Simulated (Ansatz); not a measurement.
F4Hf (SMILES [F][Hf]([F])([F])[F]), singlet, at a GFN2-xTB geometry (such geometries of metal compounds can be far from the true shape) (core potentials on Hf). Base run: B3LYP/def2-SV(P) (Ansatz, a quantum-chemistry and plane-wave program).

Ansatz was given this input:
Ansatz 0.2 input:
```yaml
crystal:
  periodic: [false, false, false]
  atoms:
    - {symbol: Hf, position_ang: [-0.00000000, 0.00000000, 0.00000000]}
    - {symbol: F, position_ang: [1.20518713, 0.85494875, -1.06482888]}
    - {symbol: F, position_ang: [0.87396618, -1.17058852, 1.08774057]}
    - {symbol: F, position_ang: [-1.19007541, -0.90801378, -1.03754778]}
    - {symbol: F, position_ang: [-0.88907790, 1.22365355, 1.01463609]}
basis:
  gaussian:
    orbitals: def2-SV_P_.json
hamiltonian:
  xc: b3lyp
```
The basis file holds def2-SV(P) in the JSON format of the Basis Set Exchange.

The bond that is stretched is that between atoms 5 and 1. A test that says stable can miss a lower solution.

Variants of this job, named by their change:

```json
[
 {"change": "base", "ΔE vs base (eV)": "0.00", "<S^2>": "0.000", "stability test says": "minimum (restricted orbitals)"},
 {"change": "spin_polarized = on; lower_state_search = off", "ΔE vs base (eV)": "0.00", "<S^2>": "0.000", "stability test says": "undecided (no full test)"},
 {"change": "spin_polarized = on; lower_state_search = standard", "ΔE vs base (eV)": "0.00", "<S^2>": "0.000", "stability test says": "minimum"},
 {"change": "bond × 1.25", "ΔE vs base (eV)": "0.77", "<S^2>": "0.000", "stability test says": "minimum (restricted orbitals)"},
 {"change": "spin_polarized = on; lower_state_search = off; bond × 1.25", "ΔE vs base (eV)": "0.77", "<S^2>": "0.000", "stability test says": "undecided (no full test)"},
 {"change": "spin_polarized = on; lower_state_search = standard; bond × 1.25", "ΔE vs base (eV)": "0.77", "<S^2>": "0.000", "stability test says": "minimum"},
 {"change": "bond × 1.5", "ΔE vs base (eV)": "2.79", "<S^2>": "0.000", "stability test says": "minimum (restricted orbitals)"},
 {"change": "spin_polarized = on; lower_state_search = off; bond × 1.5", "ΔE vs base (eV)": "2.79", "<S^2>": "0.000", "stability test says": "undecided (no full test)"},
 {"change": "spin_polarized = on; lower_state_search = standard; bond × 1.5", "ΔE vs base (eV)": "2.79", "<S^2>": "0.000", "stability test says": "minimum"},
 {"change": "bond × 1.8", "ΔE vs base (eV)": "4.69", "<S^2>": "0.000", "stability test says": "minimum (restricted orbitals)"},
 {"change": "spin_polarized = on; lower_state_search = off; bond × 1.8", "ΔE vs base (eV)": "4.69", "<S^2>": "0.000", "stability test says": "undecided (no full test)"},
 {"change": "spin_polarized = on; lower_state_search = standard; bond × 1.8", "ΔE vs base (eV)": "4.67", "<S^2>": "0.117", "stability test says": "minimum"},
 {"change": "bond × 2.2", "ΔE vs base (eV)": "6.14", "<S^2>": "0.000", "stability test says": "minimum (restricted orbitals)"},
 {"change": "spin_polarized = on; lower_state_search = off; bond × 2.2", "ΔE vs base (eV)": "5.78", "<S^2>": "0.548", "stability test says": "undecided (no full test)"},
 {"change": "spin_polarized = on; lower_state_search = standard; bond × 2.2", "ΔE vs base (eV)": "5.78", "<S^2>": "0.548", "stability test says": "minimum"},
 {"change": "bond × 3.0", "ΔE vs base (eV)": "7.30", "<S^2>": "0.000", "stability test says": "minimum (restricted orbitals)"},
 {"change": "spin_polarized = on; lower_state_search = off; bond × 3.0", "ΔE vs base (eV)": "6.38", "<S^2>": "0.766", "stability test says": "undecided (no full test)"},
 {"change": "spin_polarized = on; lower_state_search = standard; bond × 3.0", "ΔE vs base (eV)": "6.38", "<S^2>": "0.766", "stability test says": "minimum"}
]
```

Where a bond breaks into two radicals, a solution with restricted orbitals usually stops being the lowest and lies too high; an unrestricted one lies lower at the price of spin contamination, which <S^2> shows.
